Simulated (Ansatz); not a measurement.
Ansatz (a first-principles code) input:

Ansatz 0.2 input:
```yaml
crystal:
  periodic: [false, false, false]
  atoms:
    - {symbol: N, position_ang: [1.29605918, -1.54998278, 0.29358705]}
    - {symbol: B, position_ang: [0.03366458, -0.96354626, 0.11486434]}
    - {symbol: N, position_ang: [-1.18387346, -1.66099294, 0.08919333]}
    - {symbol: Br, position_ang: [-0.03463500, 0.99132171, -0.11817545]}
    - {symbol: H, position_ang: [2.14102533, -1.00871317, 0.30475373]}
    - {symbol: H, position_ang: [1.43456704, -2.53786840, 0.42046456]}
    - {symbol: H, position_ang: [-2.06396368, -1.19694269, -0.04181751]}
    - {symbol: H, position_ang: [-1.25302665, -2.65817417, 0.19895562]}
basis:
  gaussian:
    orbitals: def2-TZVPD
hamiltonian:
  xc: {name: PBE}
total_charge: 1
magnetization: {spin_polarized: true, initial_magnetization: 1}
```

Which total energy does the run end on?

-2710.20265 Eh (PBE/def2-TZVPD). The basis has 204 functions.

This state (charge 1, doublet) is run at the relaxed geometry of the species with charge 0 and multiplicity 1.
